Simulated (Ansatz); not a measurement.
Input for Ansatz (development build ahead of 0.2.0):

```yaml
crystal:
  periodic: [false, false, false]
  atoms:
    - { symbol: H, position_ang: [1.49642, 0.00323, 0.00876] }
    - { symbol: H, position_ang: [1.1428, 0.96787, -0.00687] }
    - { symbol: H, position_ang: [0.26404, 1.4855, 0.00432] }
    - { symbol: H, position_ang: [-0.74599, 1.30231, -0.00856] }
    - { symbol: H, position_ang: [-1.40935, 0.5031, -0.00113] }
    - { symbol: H, position_ang: [-1.40438, -0.50584, 0.00465] }
    - { symbol: H, position_ang: [-0.75552, -1.29937, -0.00833] }
    - { symbol: H, position_ang: [0.25299, -1.48099, 0.00546] }
    - { symbol: H, position_ang: [1.15654, -0.96311, -0.00655] }
basis:
  gaussian: { orbitals: def2-SVP }
magnetization:
  spin_polarized: true
  initial_magnetization: 1
hamiltonian:
  xc: hf
output:
  forces: true
```

The input is written out in the form of the current development build from the run's settings.

Results

```yaml
Converged: yes
Total_energy: -4.78710 hartree
Spin_squared_of_the_determinant: 0.819
Stability_test: minimum
```

Forces (eV/Å):
```csv
atom,Fx,Fy,Fz
H1,0.301,-1.980,-0.045
H2,-0.698,0.254,0.026
H3,-0.584,0.455,-0.043
H4,1.722,0.577,0.026
H5,-1.147,-2.627,0.017
H6,-1.085,3.523,-0.010
H7,3.586,-2.000,0.038
H8,-3.668,-0.629,-0.048
H9,1.573,2.425,0.038
```
